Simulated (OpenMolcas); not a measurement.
Ni3+: CASPT2 settings compared

| Quantity | Value |
| --- | --- |
| Program | OpenMolcas |
| Basis | ANO-L-VDZP [5s4p2d1f] |
| Scalar Hamiltonian | non-relativistic, point nucleus |
| Active space | 7 electrons in 5 orbitals (3d) |
| State averaging | 2S+1 = 4 even, 10 roots; 2S+1 = 2 even, 23 roots |
| Spin-orbit coupling | state interaction with AMFI integrals over the reference wave functions, term energies averaged over their components |

Methods on the same reference wave functions:
A. CASSCF
B. SS-CASPT2, IPEA 0.3 Eh, sigma1 regulariser 0.05 Eh (closed shells correlated: 2s 2p 3s 3p)
C. SS-CASPT2, IPEA 0.1 Eh, imaginary shift 0.1 Eh (closed shells correlated: none)
D. SS-CASPT2, IPEA 0.15 Eh, sigma1 regulariser 0.25 Eh (closed shells correlated: 3s 3p)

Energies in eV above 3d7 4F 9/2, the measured ground level; measured values from Corliss and Sugar, J. Phys. Chem. Ref. Data 10, 197 (1981).

```csv
Level,A,B,C,D,Measured
3d7 4F 9/2,0.0000,0.0000,0.0000,0.0000,0.0000
3d7 4F 7/2,0.1530,0.1535,0.1531,0.1535,0.1475
3d7 4F 5/2,0.2691,0.270,0.269,0.270,0.2532
3d7 4F 3/2,0.3506,0.351,0.351,0.351,0.3250
3d7 2G 9/2,2.7620,2.569,2.709,2.544,2.4586
3d7 4P 5/2,2.7665,2.467,2.564,2.456,2.2464
3d7 4P 3/2,2.8060,2.510,2.609,2.498,2.2772
3d7 4P 1/2,2.8804,2.582,2.680,2.571,2.3505
3d7 2G 7/2,2.9116,2.718,2.859,2.694,2.5972
```

Deviations, from unrounded energies. A percentage is the sum of absolute deviations over the sum of measured energies, with the sign that they share, or ± where signs differ.

```csv
Against measurement,Levels,A,B,C,D
mean absolute deviation (cm-1),8,2300,970,1600,890
fine structure of the ground term (%),3,+6.5,+6.7,+6.5,+6.8
other terms of the ground configuration (%),5,+18.4,+7.7,+12.5,+7.0
```

D lies closest to measurement on these levels and A furthest from it. The largest miss of D in the table is 3d7 4P 3/2, by +1800 cm-1. The ranking rests on the paired levels alone, and a cruder setting can come out closer through cancelling errors.

Among B to D the level of the table that moves most is 3d7 2G 9/2, by 1300 cm-1 (lowest in D, highest in C). Moves below CASPT2's spread within the term are not significant.

The two smallest mean deviations differ by little beside CASPT2's spread within terms, so their order carries little weight.

From A to B the spin-free energies of the other terms of 3d7 shown, above 4F, scale by factors of 0.89 to 0.93, as is usual when dynamic correlation screens the repulsion within a d or f shell.

The lowest spin-free term lies below A's lowest term by 0.257 hartree in B, 0.095 hartree in C, 0.253 hartree in D.

CASPT2 breaks the degeneracy within a term, and the mean is taken; among the terms shown or strongly mixed into the levels shown the widest spread is 520 cm-1 (3d7 4F, D). The basis is small and was not contracted for so high a charge. Without dynamic correlation excited terms often stand tens of per cent too high (terms of higher spin than the ground term too low), and those without a measured partner can miss by more than the paired ones (holds for A). Measured partners are found by configuration, term and J. A level has none where our copy of the source lacks it or the pairing is in doubt (some pairs that miss far off the trend of their configuration count as doubtful), and it then counts in no deviation. Levels of configurations outside the active space are missing. The table leaves out levels that lie high or whose names do not pair safely across all columns.
